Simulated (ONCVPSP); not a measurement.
**Before and after: ONCV potential for cobalt**

```json
{
 "Element": "Co (Z = 27)",
 "Generator": "ONCVPSP 4.0.1",
 "Type": "optimised norm-conserving Vanderbilt (ONCV)",
 "Functional": "PBE",
 "Relativity": "scalar-relativistic",
 "Frozen core": "[Ne]",
 "Valence charge": "17",
 "Reference configuration": "3s2 3p6 3d7 4s2",
 "Partial waves": "3s+4s: rc 1.25 bohr, ncon 4, nbas 9, qcut 12.7 1/bohr, 2 projectors; 3p: rc 1.05 bohr, ncon 4, nbas 9, qcut 14.3 1/bohr, 2 projectors, debl 0.8 Ha; 3d: rc 0.85 bohr, ncon 5, nbas 8, qcut 11.4 1/bohr, local",
 "Local potential": "the d channel",
 "Core correction": "none"
}
```

In the p channel the program set the typed energies aside and used -2.412, 0.250 Ha.

Change: core correction polynomial model core, fcfact 0.4.

Cutoffs: the cutoffs (Ha) at which the residual kinetic energy of the hardest occupied pseudo-wave falls to 1 and 0.1 mHa per electron; they do not see the model core or the augmentation charge, which bear on the density cutoff. Errors are all-electron minus pseudo energies relative to the spin-unpolarised reference configuration.

Task: What does the change do?

Result: The potential gets neither clearly harder nor softer (290 Ha and 329 Ha → 290 Ha and 329 Ha); both files keep a bound ghost (p); of the 4 tests that both files solve, the error grows in 2 and shrinks in 0 by more than 15 % and 0.3 meV (median size 1.3 → 1.6 meV). A model core, the more so a compact one, raises the density cutoff, which this test does not measure.

| quantity | base | changed |
| --- | --- | --- |
| cutoff, loose | 290 Ha | 290 Ha |
| cutoff, tight | 329 Ha | 329 Ha |
| bound ghosts | p | p |
| GHOST(+) flags under 300 eV | s at 100.9 eV | s at 100.9 eV |
| error for 3s2 3p6 3d7 4s1, meV [ΔE 9.03 eV] | -0.4 | -0.5 |
| error for 3s2 3p6 3d7 4s0, meV [ΔE 25.82 eV] | 0.0 | -0.6 |
| error for 3s2 3p6 3d6 4s0, meV [ΔE 61.69 eV] | -9.5 | -9.6 |
| error for 3s2 3p6 3d8 4s1, meV [ΔE -1.20 eV] | -2.1 | -2.6 |
| s: phases at 1.27 bohr within 0.05 rad from the reference energy up to (Ha; the scan ends near 5) | 3.3 | 3.3 |
| p: phases at 1.06 bohr within 0.05 rad from the reference energy up to (Ha; the scan ends near 5) | to the end of the scan | to the end of the scan |
| d: phases at 0.86 bohr within 0.05 rad from the reference energy up to (Ha; the scan ends near 5) | to the end of the scan | to the end of the scan |

 A true bound ghost makes a file unfit for plane-wave use even where its test errors are small: the radial tests pick states by their node count and pass the ghost by.
